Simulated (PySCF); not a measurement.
**Sn⁺: ionisation energy**

Sn⁺ [Kr] 4d10 5s2 5p1 (2P) → Sn²⁺ [Kr] 4d10 5s2 (1S), as a difference of total energies. Calculation: PySCF 2.14, in x2c-TZVPall; scalar relativity by spin-free X2C-1e. Correlated levels: valence: [Kr] 4d10 frozen. The calculations carry no spin-orbit coupling.

| method | ionisation energy (eV) |
| --- | --- |
| UHF | 13.717 |
| TPSS | 14.170 |
| PBE | 14.207 |
| MP2 (valence) | 13.906 |
| SCS-MP2 (valence) | 13.893 |

Task: How much does correlation contribute at MP2 (valence)?

Result: 13.906 − (13.717) = 0.189 eV, measured against UHF.

Errors of the correlated levels include the incompleteness of this basis and the frozen core.

For comparison: 14.282 eV (measured; NIST levels, between the centres of gravity of the two terms).
